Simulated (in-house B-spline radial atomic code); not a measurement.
## Mn+: [Ar] 3d5 4s1

Level of theory: non-relativistic LDA VWN5, spin-polarised, spherical fractional occupations, point nucleus; calculated with an all-electron radial atomic-structure program (B-spline basis).

Screening seen three ways: the hydrogenic charge with the same mean radius, Z_r = [3n² - l(l+1)]/(2<r>), the one with the same energy, Z_e = n√(-2ε), and Slater's rules. Values are occupation-weighted means over spin.

```tsv
shell	electrons	ε (eV)	<r> (bohr)	Z_r	Z_e	Slater
1s	2	-6366.4	0.06167	24.32	21.63	24.70
2s	2	-738	0.2831	21.19	14.73	20.85
2p	6	-634.62	0.2486	20.12	13.66	20.85
3s	2	-90.872	0.8631	15.64	7.75	13.75
3p	6	-61.371	0.9105	13.73	6.37	13.75
3d	5	-16.765	1.162	9.03	3.33	5.60
4s	1	-12.695	2.751	8.72	3.86	3.95
```

The least bound orbital is 4s up at -12.7 eV, and it is also the most diffuse (<r> = 2.751 bohr).

The density falls to 0.001 bohr⁻³ at 3.9 bohr; Σ<r²> = 25.725 bohr² gives, by the non-relativistic formula and without the paramagnetism of open shells, a Langevin diamagnetic susceptibility of -20.37×10⁻⁶ cm³/mol.
